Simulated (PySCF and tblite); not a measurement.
The numbers below are computed, except where a source is named.
C7H8OS2, numbered as in [CH3:1][S@:2](=[O:3])[c:4]1[cH:5][cH:6][cH:7][c:8]([SH:9])[cH:10]1: conformational analysis

Search: ETKDG and KDG, MMFF94s, GFN2-xTB, 90 starts; geometries at GFN2-xTB. Weights use PBE0-D3(BJ)/pcSseg-1 energies plus GFN2-xTB zero-point and thermal terms (modes under about 100 cm⁻¹ blended into free rotors). Symmetry numbers and mirror images are counted. Conformers within 3 kcal/mol (GFN2-xTB free energy) were kept, 5 at most. GIAO shieldings: PBE0/pcSseg-1. Shifts are against TMS (¹H), TMS (¹³C) at the same level. (PySCF 2.14, tblite 0.8.)

Torsions listed: O3–S2–C4–C5, C7–C8–S9–H9.

```csv
conformer,shape,symmetry,E(GFN2) kcal/mol,E(DFT) kcal/mol,G(298.15 K) kcal/mol,weight %,dipole D
1,"174°, -178°",C1,0.00,0.00,0.00,51.3,3.24
2,"171°, -1°",C1,0.75,0.67,0.56,19.9,4.68
3,"-5°, 1°",C1,0.44,0.78,0.68,16.3,3.40
4,"-8°, 179°",C1,0.58,0.95,0.84,12.5,3.09
```

Weights (%) against temperature:

```csv
T (K),1,2,3,4,S(mix) cal/mol/K
150,77.8,10.8,7.2,4.2,1.51
200,65.8,15.3,11.3,7.6,2.00
250,57.2,18.2,14.3,10.4,2.27
298.15,51.3,19.9,16.3,12.5,2.42
400,43.4,21.9,19.0,15.7,2.59
```

Averaged shifts at 298.15 K. ¹H: 7.69 (H10, 1H), 7.55 (H6, 1H), 7.38 (H7, 1H), 7.17 (H5, 1H), 2.24 (H1, 3H) ppm. ¹³C: 161.4 (C4), 145.4 (C8), 134.4 (C6), 132.1 (C7), 124.8 (C10), 122.9 (C5), 53.0 (C1) ppm.

Coordinates of conformer 1 (Å):

```xyz
18

C     2.644   -0.031   -0.953
S     2.100   -0.650    0.707
O     1.992   -2.103    0.575
C     0.401   -0.011    0.502
C     0.128    1.332    0.694
C    -1.173    1.781    0.531
C    -2.180    0.896    0.193
C    -1.895   -0.455    0.020
S    -3.211   -1.553   -0.400
C    -0.594   -0.910    0.179
H     3.666   -0.363   -1.107
H     2.594    1.051   -0.952
H     1.999   -0.449   -1.718
H     0.920    2.014    0.965
H    -1.405    2.826    0.671
H    -3.195    1.242    0.067
H    -2.470   -2.659   -0.409
H    -0.330   -1.952    0.062
```

Coordinates of conformer 2 (Å):

```xyz
18

C     2.842   -0.187   -0.457
S     2.059   -0.509    1.192
O     2.009   -1.963    1.331
C     0.402   -0.002    0.613
C     0.071    1.342    0.553
C    -1.191    1.702    0.114
C    -2.110    0.733   -0.254
C    -1.770   -0.612   -0.176
S    -2.903   -1.888   -0.627
C    -0.504   -0.980    0.265
H     2.765    0.871   -0.678
H     2.337   -0.781   -1.211
H     3.883   -0.485   -0.387
H     0.790    2.091    0.847
H    -1.468    2.744    0.056
H    -3.092    1.025   -0.595
H    -3.911   -1.075   -0.942
H    -0.217   -2.018    0.345
```

The minima are those of GFN2-xTB; planar forms about aryl–S or allylic bonds may be saddles in DFT. H on N, O and S are left out: they exchange, and hydrogen bonds move them by several ppm. Shifts are unscaled: against experiment ¹³C can be off by 15 ppm or more and ¹H by 0.8 ppm.

Search and properties took 3 min on 1 thread of AMD EPYC 7B13, shared host (rough), launched as `OMP_NUM_THREADS=1 python ens_run.py task.json out`.


Conformer gaps in pcSseg-1 on xTB geometries can be 2 kcal/mol off for S=O, P=O and other polar bonds.